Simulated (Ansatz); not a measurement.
Geometry optimisation, RKS PBE0/def2-SVP in Ansatz.

The input (input.yaml):

```yaml
crystal:
  periodic: [false, false, false]
  atoms:
    - { symbol: Ti, position_ang: [0.0, 0.0, 0.0] }
    - { symbol: O, position_ang: [0.0, 0.0, 2.27] }
    - { symbol: H, position_ang: [-0.9095, -0.2814, 2.6071] }
    - { symbol: F, position_ang: [1.7257, 0.0, -0.6094] }
    - { symbol: F, position_ang: [-0.8619, 1.4933, -0.6094] }
    - { symbol: F, position_ang: [-0.8619, -1.4933, -0.6094] }
    - { symbol: "N", position_ang: [1.2317, -1.8705, 0.7442] }
    - { symbol: H, position_ang: [0.7926, -2.8351, 0.7273] }
    - { symbol: H, position_ang: [2.2241, -1.746, 1.0953] }
    - { symbol: H, position_ang: [0.7451, -1.1315, 1.8913] }
basis:
  gaussian: { orbitals: def2-SVP }
hamiltonian:
  xc: pbe0
relax:
  f_tol: 0.15
  max_steps: 25
  restrain:
    - { distance: [0, 6], at: 3.26, k: 30.0 }
    - { distance: [9, 1], at: 2.21, k: 30.0 }
    - { distance: [0, 1], at: 1.92, k: 30.0 }
    - { distance: [9, 6], at: 1.06, k: 30.0 }
```

Run as:

```bash
$ ansatz run input.yaml --threads 4 --pin off --max-ram 5120MiB --backend cpu --events-out ev --progress --plain --runs-dir out
```

**Question.** Where does it end, and by what steps?

**Answer.** The run converged. The restraints hold the end off the free minimum; the threshold counts their pulls, which the force column leaves out. Restrained pairs: Ti1–N7 (2.36 → 3.25 Å), O2–H10 (1.41 → 2.21 Å), Ti1–O2 (2.27 → 1.86 Å), N7–H10 (1.45 → 1.04 Å). After 14 steps the energy has fallen by 3.243 eV (the restraints' own energy left out); N7 moved furthest, 0.85 Å.

| step | energy less start (eV) | largest force component (eV/Å) | accepted |
| --- | --- | --- | --- |
| 0 | 0.0000 | 4.056 | yes |
| 1 | -0.7474 | 4.399 | yes |
| 2 | -1.4423 | 6.195 | yes |
| 3 | -2.1994 | 4.972 | yes |
| 4 | -2.9001 | 1.897 | yes |
| 5 | -2.9758 | 2.015 | yes |
| 6 | -3.0465 | 1.963 | yes |
| 7 | -3.1569 | 1.772 | yes |
| 8 | -3.2198 | 1.961 | yes |
| 9 | -3.2324 | 2.081 | yes |
| 10 | -3.2344 | 2.125 | yes |
| 11 | -3.2360 | 2.197 | yes |
| 12 | -3.2366 | 2.205 | yes |
| 13 | -3.1974 | 2.020 | no |
| 14 | -3.2433 | 1.998 | yes |

```xyz
10
Properties=species:S:1:pos:R:3
Ti -0.088 0.116 0.052
O -0.208 0.127 1.905
H -1.026 0.174 2.419
F 1.551 0.324 -0.473
F -1.022 1.443 -0.540
F -0.830 -1.296 -0.630
N 1.545 -2.385 1.344
H 0.843 -2.785 0.723
H 2.241 -1.911 0.770
H 1.080 -1.672 1.937
```

The run took 35 s on 4 threads of Arm Neoverse V2 (shared host), peak memory 0.3 GiB.
